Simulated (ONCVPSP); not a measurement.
Potentials for oxygen compared

Generated with ld1.x 7.5 (TM, RRKJ, ultrasoft, PAW), atompaw 4.2 or ONCVPSP 4.0.1. The cutoff is in Ry: for ld1.x and atompaw files where the sum of valence levels is converged to 10 mRy in a Bessel basis, for ONCV files where the hardest occupied wave has 1 mHa per electron of residual kinetic energy. The error is the largest all-electron minus pseudo excitation energy over each file’s own four to seven test configurations (ionisations up to +4, promotions, holes and added fractions of an electron), all of which were solved. The labels leave out finer settings (local radius, basis sizes, second energies), which also bear on the numbers. Spin-polarised tests are not counted. The rows are a selection from randomly drawn settings: files with unsolved tests, undetermined cutoffs or missed reference levels are left out.

A true bound ghost makes a file unfit for plane-wave use even where its test errors are small: the radial tests pick states by their node count and pass the ghost by.

```csv
potential,cutoff (Ry),largest error (meV),bound ghosts
"ONCV, PBE, scalar-relativistic, rc 0.80/1.40/1.35 (spd), local smoothed, core correction no, reference 2s2 2p4, qcut 8.1/10.8/6, projectors 1/2/2",126,+1363,none
"ONCV, LDA (Perdew-Wang 92), scalar-relativistic, rc 0.70/1.00/1.10 (spd), local smoothed, core correction yes, reference 2s1.75 2p4.25, qcut 7.6/8.2/9.3, projectors 2/2/1",215,+68,none
"ONCV, LDA (Perdew-Zunger), scalar-relativistic, rc 0.60/1.45/1.20 (spd), local smoothed, core correction no, reference 2s2 2p3.5, qcut 12.5/9.3/7.9, projectors 3/1/2",361,+618,s
"ONCV, PBEsol, scalar-relativistic, rc 0.85/1.40 (sp), local smoothed, core correction no, reference 2s1.75 2p4.25, qcut 9.4/12.5, projectors 2/1",86,+1108,none
"ONCV, LDA (Perdew-Wang 92), scalar-relativistic, rc 0.75/1.00/0.95 (spd), local smoothed, core correction no, reference 2s1 2p5, qcut 9.3/9.8/11.2, projectors 2/1/2",83,+1208,none
"ONCV, LDA (Perdew-Zunger), scalar-relativistic, rc 0.95/0.95/1.30 (spd), local p, core correction yes, reference 2s2 2p4, qcut 6.8/15.1/6.8, projectors 1/0/3",131,+96,none
"ONCV, PBEsol, scalar-relativistic, rc 0.90/1.55/1.40 (spd), local smoothed, core correction yes, reference 2s2 2p4, qcut 8.7/9.8/5.9, projectors 2/2/1",73,+756,none
"ONCV, revPBE, scalar-relativistic, rc 0.70/2.40/1.75 (spd), local smoothed, core correction yes, reference 2s2 2p3, qcut 10.1/8.4/5, projectors 1/3/1",86,+8027,none
```

(1) Fill in the row for O: ONCV, LDA (Perdew-Zunger), fully relativistic, rc 0.85/1.60 (sp), local smoothed, core correction yes, reference 2s2 2p4, qcut 7.2/9.5, projectors 2/2.

## Answers

(1) cutoff 226 Ry, largest error +2460 meV, bound ghosts: none.
